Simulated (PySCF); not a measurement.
# Relaxation of doublet InF2

All numbers come from UPBE0 in PySCF with In def2-TZVP with ECP28, F def2-TZVP; scalar-relativistic core potentials, no spin–orbit coupling; density-fitted integrals. A (50,194) grid was used.

A hand-made bent start, of C2v symmetry, held to at least that symmetry:

```xyz
3
charge 0 multiplicity 2, angstrom
In    0.0000    0.0000   -0.2936
F     1.6875    0.0000    0.8880
F    -1.6875    0.0000    0.8880
```

Optimiser trace:
```csv
step,E − E(last) (kJ/mol),largest gradient (Eh/bohr)
0,17.98,0.03823
1,0.35,0.00557
2,0.04,0.00120
3,0.00,0.00013
4,0.00,0.00009
```

It ends at C2v with In–F 1.957 Å (×2); F–In–F 116.6° (after a last refinement on a finer grid). A frequency run shows a minimum. Other isomers or separated fragments may lie lower.

Final geometry:
Coordinates in bohr (charge 0 multiplicity 2):
```
In    0.0000    0.0000   -0.4863
F     3.1457    0.0000    1.4575
F    -3.1457    0.0000    1.4575
```

No spin–orbit coupling is included, which matters more the heavier the element.

The relaxation took roughly 23 core-seconds on a shared host.
